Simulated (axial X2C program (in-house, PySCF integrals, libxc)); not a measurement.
## Spin–orbit effects along a row: molecules with O (ions), PBE0

Computed with an in-house relativistic program for diatomic molecules, spin-free (one-electron X2C) or two-component (2c: spin–orbit coupling with atomic mean-field Coulomb and Gaunt terms, which also bring small scalar terms), in Dyall basis sets with cores contracted in-house; open shells are unrestricted.

Basis sets: I dyall-acv3z, In dyall-acv3z, O dyall-av3z, Sb dyall-acv3z, Sr dyall-acv3z, Te dyall-acv3z, Y dyall-acv3z.

```csv
molecule,spin-free state,Re (Å),ωe (cm⁻¹),De (eV),2c state,Re 2c (Å),ωe 2c (cm⁻¹),De 2c (eV)
SrO⁻,"M_S = 1/2, Λ = 0",1.953,630.0,3.62,Ω = 1/2,1.952,630.4,3.63
YO⁻,"M_S = 0, Λ = 0",1.811,827.2,7.09,Ω = 0,1.810,827.4,n/a
InO⁻,"M_S = 0, Λ = 0",1.911,698.8,4.18,Ω = 0,1.911,698.3,n/a
SbO⁻,"M_S = 1, Λ = 0",1.865,756.6,4.30,Ω = 1,1.866,753.9,4.25
TeO⁻,?,?,?,?,?,?,?,?
IO⁻,"M_S = 0, Λ = 0",1.918,626.4,1.61,Ω = 0,1.921,622.4,1.63
```

Q: Estimate the 2c Re and ωe of TeO⁻ as the mean of its neighbours in the table.

A: Re ≈ 1.893 Å, ωe ≈ 688.1 cm⁻¹. The PBE0 runs give the row below, so the estimate misses by 0.008 Å and -14.0 cm⁻¹.

```csv
molecule,spin-free state,Re (Å),ωe (cm⁻¹),De (eV),2c state,Re 2c (Å),ωe 2c (cm⁻¹),De 2c (eV)
TeO⁻,"M_S = 1/2, Λ = 1",1.883,702.6,3.56,Ω = 3/2,1.885,702.1,3.54
```

Fragments in 2c: Sr + O-, Y + O-, In + O-, Sb + O-, Te- + O, I- + O. Each entry is the lowest single determinant of a limited PBE0 search at one distance. De goes to single-determinant-based atoms at the same level (for ions the charge split of lowest energy) and is withheld (n/a) where an atom does not fit its ground term or J level. Main or longest-lived isotopes. One determinant is a doubtful description, or other states lie close, for SbO⁻; these need not be ground states, and all values refer to the states named. Some open-shell Ω = 0 determinants are out of reach, so the Ω given for SbO⁻ need not be the lowest component. With several unpaired electrons the Ω given is that of one determinant, not necessarily of the lowest component. Some light 2c atoms are not at their ground J level, so De misses part of their lowering (0.04 eV or less). The functionals have no current term, which raises determinants with orbital currents.
